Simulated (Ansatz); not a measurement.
```yaml
crystal:
  periodic: [false, false, false]
  atoms:
    - {symbol: B, position_ang: [0.561042, -0.811469, 2.098483]}
    - {symbol: Si, position_ang: [-0.187394, 0.905790, 1.433051]}
    - {symbol: F, position_ang: [-1.787653, 1.032534, 1.585941]}
    - {symbol: Si, position_ang: [0.340335, 1.001598, -0.862927]}
    - {symbol: Si, position_ang: [-0.506427, -0.889135, -1.946141]}
    - {symbol: H, position_ang: [1.751473, -0.935846, 2.114123]}
    - {symbol: H, position_ang: [-0.106260, -1.752119, 2.408908]}
    - {symbol: H, position_ang: [0.410599, 2.079490, 2.130840]}
    - {symbol: H, position_ang: [1.825376, 1.026477, -0.986549]}
    - {symbol: Xx, position_ang: [-0.209653, 2.249152, -1.462809]}
    - {symbol: H, position_ang: [0.048296, -2.102537, -1.284054]}
    - {symbol: H, position_ang: [-1.987864, -0.922845, -1.829262]}
    - {symbol: H, position_ang: [-0.131471, -0.915891, -3.384904]}
basis:
  gaussian: {orbitals: 6-31G}
hamiltonian: {xc: {name: SVWN5}}
output: {forces: true}
```

```sh
$ ansatz run in.yaml --threads 4 --pin off --events-out ev --progress --plain --max-ram 10444MiB
```

Output, abridged:

```
Error: YAML parse error: error: line 13 column 16: `Xx` is not an element symbol (H … Og, case-exact)
11 |     - {symbol: H, position_ang: [0.410599, 2.079490, 2.130840]}
12 |     - {symbol: H, position_ang: [1.825376, 1.026477, -0.986549]}
13 |     - {symbol: Xx, position_ang: [-0.209653, 2.249152, -1.462809]}
14 |     - {symbol: H, position_ang: [0.048296, -2.102537, -1.284054]}
15 |     - {symbol: H, position_ang: [-1.987864, -0.922845, -1.829262]}
```

Problem. Something in this input is off. What?

Solution. An element symbol is wrong. The program refused the input.
